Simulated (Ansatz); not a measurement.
The same path of C2H6ClFOSi (12 atoms, charge 0, multiplicity 1) was run twice with different band settings. The coordinate that changes most is the dihedral H7–O1–C2–H9.

Level of theory: RKS PBE0-D4/def2-SVP (Ansatz).

Relaxed end points:

```xyz
12
Properties=species:S:1:pos:R:3
O -1.414 -1.154 0.632
C -0.044 -1.378 0.380
Si 0.782 0.321 0.459
C -0.129 1.409 -0.821
F -0.019 0.839 -2.056
Cl 0.583 3.050 -0.847
H -1.891 -1.983 0.525
H 0.141 -1.802 -0.628
H 0.422 -2.071 1.109
H 2.218 0.235 0.068
H 0.626 0.942 1.805
H -1.199 1.537 -0.594
```

```xyz
12
Properties=species:S:1:pos:R:3
O -1.444 -1.398 0.417
C -0.042 -1.467 0.226
Si 0.715 0.258 0.444
C -0.111 1.368 -0.873
F 0.196 0.896 -2.115
Cl 0.472 3.052 -0.705
H -1.612 -1.243 1.353
H 0.125 -1.787 -0.816
H 0.442 -2.234 0.862
H 2.191 0.296 0.233
H 0.351 0.797 1.789
H -1.207 1.408 -0.780
```

Common settings: spring 5.0 eV/Å²; optimiser quadratic models (default); start path through a guess of the saddle point; force threshold 0.03 eV/Å; iteration limit 60; end points relaxed.

| run | movable images | climbing image |
| --- | --- | --- |
| 1 | 5 | yes |
| 2 | 2 | no |

(1) What does each run give, and how far can it be trusted?

Answers

(1) Run 1: converged after 7 iterations, highest image 0.065 eV above the first end. A vibrational analysis at the climbing image gives one clearly imaginary mode, 302i cm⁻¹: a first-order saddle point.
Run 2: converged after 7 iterations, highest image 0.056 eV above the first end. No image climbed, so the highest image needn't sit at the top of the path. So few images can step over the top or miss a turn of the path.
